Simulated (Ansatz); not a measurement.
Basis-set extrapolation for `C[SiH](F)[S]` radical (PBE0-D4/def2-TZVP geometry, frozen core, Ansatz 0.2.0). Multiplicity 2, UHF reference.

|  | def2-TZVPP | def2-QZVPP |
| --- | --- | --- |
| HF | -826.275420 | -826.302590 |
| MP2 correlation | -0.687741 | -0.747152 |
| CCSD(T) correlation | -0.758695 | not run |

Energies in hartree. Use E(X) = E(∞) + A·exp(−7.88·√X) for Hartree–Fock and E(X) = E(∞) + B·X^(−2.97) for correlation, with X = 3 and 4, and add CCSD(T) minus MP2 of the smaller set to the MP2 limit.

Q: What is the CCSD(T) energy at the basis-set limit?

A: HF limit: -826.302590 + (-0.027170) × 0.13774 = -826.30633. MP2 limit: -0.747152 + (-0.059411) × 0.74074 = -0.79116. Higher-order term: -0.758695 − (-0.687741) = -0.07095. Total: -827.16844 hartree, 352.7 kJ/mol below CCSD(T)/def2-TZVPP.
